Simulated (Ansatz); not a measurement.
Isolated molecules relaxed with PBE0-D4/def2-TZVP in Ansatz; ΔE leaves out vibrations. CCSD(T)/CBS adds triple-zeta CCSD(T) − MP2 to the extrapolated MP2 energy (def2 sets, frozen cores). Functionals use def2-TZVPP. HSE06 is defined as in plane-wave codes. Each species was taken in one conformer, which may not be the lowest.

`BN([SiH3])CC` + `OCF` → `BOCF` + `CCN[SiH3]`  (ligand exchange at a B–N bond)

| level | ΔE (kJ/mol) |
| --- | --- |
| BLYP-D4 | 11.4 |
| HSE06 | 9.2 |

(1) What does CCSD(T)/CBS give? (Estimate.)

Largest T1 diagnostic among the species: 0.013.

## Answers

(1) The calculation gave: +12.4 kJ/mol. The listed levels differ from it by -1.0, -3.2 kJ/mol.

Leaving LDA and LC-ωPBE aside and taking each functional with its dispersion term where it has one, the values, not all of them listed here, spread over 11.0 kJ/mol, from B2PLYP to revPBE-D4. LDA lies +6.4 kJ/mol from PBE without D4. In def2-TZVPP, CCSD(T) changes the Hartree–Fock value by +20.6 kJ/mol (the triples alone add +3.1 kJ/mol) and MP2 by +22.5 kJ/mol.
